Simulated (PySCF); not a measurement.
# C(2+): excitation energy

C(2+) [He] 2s2 (1S) → C(2+) [He] 2s1 2p1 (3P), as a difference of total energies. Computed with PySCF 2.14 in aug-cc-pVTZ, with the non-relativistic Hamiltonian (point nucleus). Correlated levels: valence: 1s2 frozen. The calculations carry no spin-orbit coupling.

| method | excitation energy (eV) |
| --- | --- |
| UHF | 4.677 |
| MP2 (valence) | 5.760 |
| SCS-MP2 (valence) | 6.055 |
| CCSD (valence) | 6.529 |

**Question.** How much does correlation contribute at MP2 (valence)?

**Answer.** 5.760 − (4.677) = 1.083 eV, measured against UHF.

A first-order spin-orbit estimate (lowest level to lowest level, LS coupling) adds -0.007 eV.

With two correlated electrons CCSD is exact in that space.

The coupled-cluster amplitudes are large for the lower state (T1 above 0.03 or a double amplitude above 0.15), so a single reference is strained.
